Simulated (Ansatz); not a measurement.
## Energy profile

The step: SiHClF₂ ([F][SiH]([F])[Cl]) + HF → SiHF₃ ([F][SiH]([F])[F]) + HCl; bonds formed: Si1–F7, Cl2–H6; bonds broken: Si1–Cl2, H6–F7 (atoms numbered as in the saddle structure below).

```
atom    x (Å)    y (Å)    z (Å)
 Si1  -0.4892  -0.1970  -0.1478
 Cl2   1.8690  -0.0528  -0.4355
  F3  -0.4583  -1.2025  -1.3888
  F4  -1.1506   1.0855  -0.7867
  H5  -1.2637  -1.0027   0.7994
  H6   1.3124   0.6248   0.7283
  F7   0.1804   0.7447   1.2313
```

Electronic energies by CCSD(T) at an estimated basis limit (MP2 extrapolated from triple and quadruple zeta, plus CCSD(T) − MP2 in triple zeta), on PBE0-D4/def2-TZVP structures; SiH2ClF3, singlet; no counterpoise correction. Program: Ansatz 0.2.0. Basis: def2-TZVPP and def2-QZVPP. Cores are frozen in the correlated methods. Extrapolation: Hartree–Fock as exp(−7.88 √X), correlation as X^−2.97.

**Question.** Give the profile in kJ/mol, counted from the separated reactants. (An estimate is asked for; the value comes from the calculation.)

**Answer.** Computed:
```csv
point,kJ/mol
"separated: SiHClF2 (linked as [F][SiH]([F])[Cl]; Si1, Cl2, F3, F4, H5; singlet) + HF (H6, F7; singlet)",0.0
start structure,-8.8
saddle,116.7
end structure,-60.5
"separated: SiHF3 (linked as [F][SiH]([F])[F]; Si1, F3, F4, H5, F7; singlet) + HCl (Cl2, H6; singlet)",-53.5
```

The T1 diagnostic stays at or below 0.012.

For scale, one of the runs: CCSD(T)/def2-TZVPP, 205 basis functions, launched by `ansatz run in.yaml --threads 4 --pin off --events-out ev --progress --plain --max-ram 9574MiB`. The run took 96 s on 4 CPU threads of an Arm Neoverse V1 (shared host), with 2.8 GiB of host memory at its peak.
